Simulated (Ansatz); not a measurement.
`[Na][Cl]` + HI → `[Na][I]` + HCl  (ligand exchange at the Na–Cl bond)

Isolated molecules relaxed with PBE0-D4/def2-TZVP in Ansatz; ΔE leaves out vibrations. CCSD(T)/CBS adds triple-zeta CCSD(T) − MP2 to the extrapolated MP2 energy (def2 sets, frozen cores). This one scheme is used for every species. def2 core potentials past Kr. For I, Na outer-core shells are correlated without core-valence functions, which leaves a few kJ/mol of doubt a bond.

`[Na][Cl]`:

```xyz
2

Na   -0.211   -0.221   -1.139
Cl    0.211    0.221    1.139
```

HI:

```xyz
2

I    -0.350    0.704   -0.172
H     0.350   -0.704    0.172
```

`[Na][I]`:

```xyz
2

Na   -0.676    0.886   -0.774
I     0.676   -0.886    0.774
```

HCl:

Cartesian coordinates in Å:
```
Cl -0.480 0.380 -0.185
H 0.480 -0.380 0.185
```

```
   species  CCSD(T)/CBS(def2) energy (Eh)
`[Na][Cl]`                     -621.93905
        HI                     -298.03592
 `[Na][I]`                     -459.60569
       HCl                     -460.38127
```

(1) Work out ΔE.

(2) What do rigid-rotor, harmonic-oscillator terms from PBE0-D4/def2-TZVP frequencies (298.15 K, 1 bar) make of the CCSD(T)/CBS value? (Best estimate.)

Largest T1 diagnostic among the species: 0.007.

Results:

(1) ΔE = (-459.60569) + (-460.38127) − (-621.93905) − (-298.03592) = -0.01199 Eh = -31.5 kJ/mol.

(2) Ansatz gave: ΔZPE = +3.3 kJ/mol, ΔH = -27.9 kJ/mol, ΔS = 0 J/(mol·K), ΔG = -27.8 kJ/mol.

In def2-TZVPP, CCSD(T) changes the Hartree–Fock value by +9.6 kJ/mol (the triples alone add +0.5 kJ/mol) and MP2 by +5.7 kJ/mol. At CCSD(T), def2-SVP lies −10.6 kJ/mol from the extrapolated value and def2-TZVPP −1.1 kJ/mol.
